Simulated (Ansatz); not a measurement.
Input file for Ansatz (a quantum-chemistry and plane-wave program): U-CCSD(T)/cc-pV(D+d)Z on ClFSi (SMILES F[Si]Cl), a point of a bond scan (R = 6.709 Å). Files ending in .json are basis or fitting sets from the Basis Set Exchange.

Ansatz 0.2 input:
```yaml
crystal:
  periodic: [false, false, false]
  atoms:
    - {symbol: Si, position_ang: [0.34761579, 0.26750639, 0.78195685]}
    - {symbol: F, position_ang: [0.95036201, 1.34196481, -0.25474125]}
    - {symbol: Cl, position_ang: [-3.29084965, -3.56691835, -3.34942968]}
basis:
  gaussian:
    orbitals: cc-pV_D+d_Z.json
correlation: {method: ccsd_t, electrons: outside_noble_gas}
scf: {omitted_lower_state_checks: [cluster_reference]}
magnetization: {spin_polarized: true, initial_magnetization: 0}
```

Output:

```
WARN ansatz: RAYON_NUM_THREADS=1 ignored (pool sized by the plan → 1); use --threads N
Functional definition: HF
these checks for a lower state are left out or cut short: cluster_reference
integrals: 0.05 GiB planned
625 factors; integrals over basis functions are off by at most 6.6e-4 eV
mean field: 0.19 GiB planned
mean field evaluation 1: about -23065.2173 eV, gradient 2.2e1 eV
mean field evaluation 2: about -23065.2290 eV, gradient 2.2e1 eV
mean field evaluation 4: about -23066.3358 eV, gradient 1.6e1 eV
mean field evaluation 8: about -23067.7218 eV, gradient 4.6e-1 eV
mean field evaluation 16: about -23067.8486 eV, gradient 7.1e-1 eV
mean field evaluation 32: about -23069.5638 eV, gradient 3.6e0 eV
mean field evaluation 64: about -23070.7827 eV, gradient 4.8e-2 eV
mean field evaluation 96: about -23067.6472 eV, gradient 2.5e0 eV
mean field evaluation 128: about -23070.7823 eV, gradient 1.5e-2 eV
mean field evaluation 160: about -23070.7671 eV, gradient 6.7e-1 eV
mean field evaluation 192: about -23070.7794 eV, gradient 1.6e-2 eV
mean field evaluation 224: about -23070.7815 eV, gradient 1.0e-1 eV
mean field evaluation 256: about -23070.7830 eV, gradient 1.3e-2 eV
mean field evaluation 288: about -23069.5357 eV, gradient 1.1e1 eV
mean field evaluation 320: about -23070.7833 eV, gradient 1.3e-5 eV
mean field evaluation 352: about -23070.7826 eV, gradient 1.2e-2 eV
mean field evaluation 384: about -23070.7828 eV, gradient 1.9e-2 eV
mean field evaluation 416: about -23070.7782 eV, gradient 6.5e-4 eV
mean field evaluation 448: about -23065.3363 eV, gradient 2.0e1 eV
mean field evaluation 480: about -23070.7829 eV, gradient 4.4e-3 eV
mean field evaluation 512: about -23067.7337 eV, gradient 2.7e-6 eV
mean field evaluation 544: about -23070.7832 eV, gradient 5.8e-3 eV
mean field -23070.78333911 eV, -847.8356497736 hartree, gradient 2.4e-6 eV, S^2 1.026821; 22 other end points of the search recorded, 0 dependent functions left out
11 core orbitals not correlated
reference -23070.78333911 eV, -847.8356497736 hartree; 9, 9 occupied and 40, 40 virtual orbitals, 625 factors
second order -9.80401916 eV of doubles, -0.00000000 eV of singles
coupled cluster: 0.15 GiB planned
cycle   1  -10.33757809 eV  change   -5.3e-1 eV  update   9.2e-2
cycle   2  -10.65781484 eV  change   -3.2e-1 eV  update   3.3e-2
cycle   3  -10.77309285 eV  change   -1.2e-1 eV  update   2.0e-2
cycle   4  -10.76936051 eV  change    3.7e-3 eV  update   5.1e-3
cycle   5  -10.76890633 eV  change    4.5e-4 eV  update   2.0e-3
cycle   6  -10.76950189 eV  change   -6.0e-4 eV  update   7.0e-4
cycle   7  -10.76923886 eV  change    2.6e-4 eV  update   2.6e-4
cycle   8  -10.76924320 eV  change   -4.3e-6 eV  update   1.1e-4
cycle   9  -10.76930581 eV  change   -6.3e-5 eV  update   3.6e-5
cycle  10  -10.76930117 eV  change    4.6e-6 eV  update   1.2e-5
coupled cluster: 0.15 GiB planned
perturbative correction -0.18378010 eV, -0.0067537942 hartree
Total energy: -23081.73642038 eV, -848.2381680860 hartree
Checks for a lower state left out: cluster_reference
```

The calculation finished and met its thresholds. Its determinant has ⟨S²⟩ = 1.03, a mixture of spin states.

Cost: around 21 core-seconds (rough).
